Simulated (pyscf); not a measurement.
Optimised with ωB97X-D3(BJ)/def2-SVP in PySCF.

Q: PBE/def2-TZVP puts the barrier of Cl–GeH(Cl)–TeH (SMILES [Cl][GeH]([Cl])[TeH]) -> TeH₂ (SMILES [TeH2]) + Cl–Ge:–Cl (SMILES [Cl][Ge][Cl]) [singlet] (1,1-elimination; singlet surface; Ge–Te, Ge–H broken, H–Te formed) at 1.54 eV and the reaction energy at +0.90 eV, from the reactant's lowest minimum found. What do r²SCAN/def2-TZVP, M06-2X/def2-TZVP, ωB97M-D3(BJ)/def2-TZVP give on the same structures?

A: r²SCAN: ΔE‡ = 1.77 eV, ΔE = +1.17 eV; M06-2X: ΔE‡ = 2.14 eV, ΔE = +1.21 eV; ωB97M-D3(BJ): ΔE‡ = 2.15 eV, ΔE = +0.97 eV. PBE's barrier lies under all of them, by 0.23 to 0.61 eV. Its reaction energy lies under all of them, by 0.07 to 0.31 eV. On the product side the descent ends in an adduct with a Ge–Te contact, 0.65 eV under the separated species and 1.53 eV under the saddle at ωB97X-D3(BJ)/def2-TZVP. What is counted as broken (Ge–Te) persists as a longer contact in the product adduct; parting that adduct is a step of its own. At ωB97X-D3(BJ) the barrier from the zero used here is 2.35 eV. This is the saddle that the search found; another between the same sides may lie lower. Elements up to Kr have no core potential and no relativistic terms here. Elements past Kr carry the def2 core potentials, without spin-orbit coupling.
